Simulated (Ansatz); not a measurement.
Consider the formal hydrolysis of a P–S bond: `O[SiH2]PS` + H₂O → `O[SiH2]PO` + H₂S.

Gas-phase electronic energies from Ansatz, PBE0-D4/def2-TZVP geometries. CCSD(T)/CBS is the MP2 limit (def2-TZVPP, def2-QZVPP) plus CCSD(T) − MP2 in def2-TZVPP, frozen cores. This one scheme is used for every species. Functionals use def2-TZVPP. One conformer a species, not always the lowest.

```tsv
species	B2PLYP energy (Eh)
`O[SiH2]PS`	-1106.97580
H₂O	-76.41329
`O[SiH2]PO`	-784.10281
H₂S	-399.27468
```

Task: Work out ΔE.

Result: ΔE = (-784.10281) + (-399.27468) − (-1106.97580) − (-76.41329) = 0.01160 Eh = +30.5 kJ/mol. CCSD(T)/CBS gives +39.9 kJ/mol.

Largest T1 diagnostic among the species: 0.013.

In def2-TZVPP, CCSD(T) changes the Hartree–Fock value by +15.6 kJ/mol (the triples alone add +3.5 kJ/mol) and MP2 by +23.6 kJ/mol. Leaving LDA and LC-ωPBE aside and taking each functional with its dispersion term where it has one, the values, not all of them listed here, spread over 20.5 kJ/mol, from CAM-B3LYP-D4 to revPBE-D4. At CCSD(T), def2-SVP lies −13.2 kJ/mol from the extrapolated value and def2-TZVPP −6.2 kJ/mol.
